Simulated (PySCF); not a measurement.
**Excitation energy of Cd by level of theory**

Cd [Kr] 4d10 5s2 (1S) → Cd [Kr] 4d10 5s1 6s1 (3S), as a difference of total energies. All numbers are calculated (PySCF 2.14, the spin-free X2C one-electron Hamiltonian (Gaussian nucleus), in x2c-TZVPPall with one added diffuse shell each of s, p, d, f type (9s7p7d3f1g, 95 functions)). Correlated levels: valence and next inner shell: [Ar] 3d10 frozen. The calculations carry no spin-orbit coupling.

```
                                method  excitation energy (eV)  error (eV)
                                   UHF                   4.961      -1.422
    MP2 (valence and next inner shell)                   6.388      +0.005
SCS-MP2 (valence and next inner shell)                   6.389      +0.006
   CCSD (valence and next inner shell)                   6.206      -0.177
CCSD(T) (valence and next inner shell)                   6.333      -0.050
```

Reference: 6.383 eV (measured; NIST levels).

Errors of the correlated levels include the incompleteness of this basis and the frozen core.
